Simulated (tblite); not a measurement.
C4H2FN2 (doublet state).
Bonds: F1–C2, C2–N3 (aromatic), N3–C4 (aromatic), C4–C5 (aromatic), C5–C6 (aromatic), C6–N7 (aromatic), C2–N7 (aromatic). Hydrogens: H8 on C5; H9 on C6.

Structure optimised with GFN2-xTB, isolated species. This method treats the open shell by occupation alone, without spin polarisation.

(1) List the bond lengths and angles at this level.

Answers

(1) 
```tsv
bond	length (Å)	order
F1–C2	1.319	single
C2–N3	1.318	aromatic
N3–C4	1.288	aromatic
C4–C5	1.381	aromatic
C5–C6	1.392	aromatic
C6–N7	1.321	aromatic
C2–N7	1.308	aromatic
C5–H8	1.076	single
C6–H9	1.082	single
```

Orders are formal, as drawn. A selection of angles:
```tsv
angle	degrees
F1–C2–N3	117.8
F1–C2–N7	118.0
N3–C2–N7	124.1
C2–N3–C4	118.7
N3–C4–C5	123.2
C4–C5–C6	113.8
C4–C5–H8	124.0
C6–C5–H8	122.2
C5–C6–N7	122.9
C5–C6–H9	121.5
N7–C6–H9	115.6
C2–N7–C6	117.3
```

C5 (carbon bonded to 2 C and H) is planar (angles 124.0°, 122.2° and 113.8°, sum 360.0°, 0.00 Å off the plane of its three neighbours). C4 (carbon bonded to C and N) is bent (angle 123.2°). The C–N distances run from 1.288 Å (N3–C4, aromatic) to 1.321 Å (C6–N7, aromatic), a spread of 0.033 Å. N3 (nitrogen bonded to 2 C) is bent (angle 118.7°). The 7 heavy atoms lie in one plane (0.001 Å rms). C6 (carbon bonded to C, N and H) is planar (angles 122.9°, 121.5° and 115.6°, sum 360.0°, 0.00 Å off the plane of its three neighbours). C2 (carbon bonded to F and 2 N) is planar (angles 124.1°, 118.0° and 117.8°, sum 360.0°, 0.00 Å off the plane of its three neighbours).

Point group: Cs (tolerance 0.08 Å). Its GFN2-xTB frequencies are all real (lowest 150 cm⁻¹).

All values are computed, not measured.
